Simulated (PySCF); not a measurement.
**Core-level binding energies of As4S4 realgar**

As4S4 realgar, As4S4.
Geometry (PBE0-D3(BJ)/def2-SVP, Å), atoms numbered from 1 in this order:
```xyz
8
As4S4 angstrom
As     0.983   -0.881    1.453
S     -1.224   -1.239    1.531
As    -1.923   -0.105   -0.268
S     -1.237    1.885    0.487
As     0.972    1.568    0.644
S      1.259    1.218   -1.546
As     0.036   -0.625   -1.869
S      1.271   -1.907   -0.515
```

Level of theory: delta-SCF UKS SCAN, pcX-2 on the ionised atom, pcseg-1 elsewhere, spin-free X2C in PySCF 2.14.0. Vertical ΔSCF values, vacuum level as zero.

List the computed XPS lines with their assignment.

```
    atom(s)            environment  level  binding energy (eV)  count
S2/S4/S6/S8  sulfur bonded to 2 As   S 1s              2476.66      4
```

Which photon energy gives electrons from S 1s of S2/S4/S6/S8 a kinetic energy of 50 eV, and what is their de Broglie wavelength?

hν = 2476.66 + 50 = 2526.66 eV, recoil neglected; λ = 12.264 Å/√(E/eV) = 1.73 Å.

Give the binding energy of S 1s of S2/S4/S6/S8 in hartree and in kJ/mol.

2476.66 eV = 91.0156 Eh = 238961 kJ/mol.

Atoms equivalent by their bonding share one computed value, that of the first of them. Not every level is listed. No level of arsenic is listed. One conformer (not necessarily the lowest) at the PBE0-D3(BJ)/def2-SVP geometry, without solvent, vibrations or thermal averaging.
